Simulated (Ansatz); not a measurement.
Consider the ligand exchange at the Sn–S bond: `[SiH3][S][SnH3]` + `OBO` → `OB[O][SnH3]` + `[SiH3]S`.

Isolated molecules relaxed with PBE0-D4/def2-TZVP in Ansatz; ΔE leaves out vibrations. CCSD(T)/CBS is the MP2 limit (def2-TZVPP, def2-QZVPP) plus CCSD(T) − MP2 in def2-TZVPP, frozen cores. This one scheme is used for every species. DFT in def2-TZVPP. def2 core potentials past Kr. For Sn outer-core shells are correlated without core-valence functions, which leaves a few kJ/mol of doubt a bond. One conformer a species, not always the lowest.

```json
{"level": "ωB97M-V", "ΔE (kcal/mol)": "9.1"}
{"level": "HF/CBS(def2)", "ΔE (kcal/mol)": "7.5"}
```

Q: What does CCSD(T)/CBS give? (Best estimate.)

A: Ansatz gave: +9.3 kcal/mol. The listed levels differ from it by -0.2, -1.8 kcal/mol.

Largest T1 diagnostic among the species: 0.014.

From PBE to PBE0 (25 % exact exchange), in def2-TZVPP and without D4, ΔE moves by +0.8 kcal/mol. The D4 term adds +0.8 kcal/mol with B3LYP and +0.5 kcal/mol with PBE0; it sums over pairs of atoms, weighted by their polarisabilities, and B3LYP, whose exchange is more repulsive, gets the larger term.

B3LYP here is the variant with VWN-RPA as its local correlation; programs differ in this.
